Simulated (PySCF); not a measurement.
Electron correlation in Xe⁺ (xenon, charge +1)

[Kr] 4d10 5s2 5p4 5d1, one real determinant (an excited configuration). Calculation: PySCF 2.14, in aug-cc-pwCVTZ-PP with ECP28MDF; scalar relativity through the core potential. Frozen: 4s2 4p6 4d10; 7 electrons correlated.

| level | correlation energy (mhartree) |
| --- | --- |
| CCSD | -125.97 |
| (T) | -5.00 |
| CCSD(T) | -130.97 |

Diagnostics: T1 = 0.0085, D1 = 0.0230, largest double amplitude 0.108.

**Question.** Is a single reference adequate?

**Answer.** Mostly. T1 lies below 0.03, but a double amplitude of this size points to a near-degeneracy that CCSD handles and MP2 describes poorly.

The reference is one real determinant that mixes LS terms of this configuration.
